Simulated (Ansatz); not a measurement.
System: sum formula H₄Si₂OCl₂, charge 0, multiplicity 1. 
Coordinates optimised at B3LYP-D3(BJ)/def2-TZVP (Ansatz, a first-principles code):
```
O
Si 1 1.6096
Si 1 1.6524 2 147.23
H 2 1.4622 1 109.98 3 179.89
H 3 1.4760 1 107.23 2 178.60
H 3 1.4779 5 110.34 1 -119.10
H 3 1.4780 5 110.34 6 -121.75
Cl 2 2.0507 4 109.22 1 -120.76
Cl 2 2.0507 4 109.21 1 120.75
```
Charge 0, spin multiplicity 1.

CCSD(T) with Ansatz in growing basis sets, 32 correlated electrons. Valence correlation only, unless marked. Open shells are spin-unrestricted. Spin-orbit coupling is left out. Non-relativistic. Costs are ratios of core time to the smallest set, on shared machines of one kind, and rough; they hold the program's checks for lower states.

| basis | functions | cost over smallest | E(corr) (Eh) | electronic atomisation energy (kcal/mol) |
|---|---|---|---|---|
| cc-pV(D+d)Z | 126 | 1× | -0.7214 | 661.2 |
| cc-pV(T+d)Z | 242 | 10× | -0.9435 | 712.3 |

Formally CCSD grows as o²v⁴ and (T) as o³v⁴; with o = 16 and v going from 89 to 205 both grow 28-fold in the last step, while integrals and the mean field grow more slowly. That step adds 222.1 mEh of correlation energy and 51.2 kcal/mol to the atomisation energy.
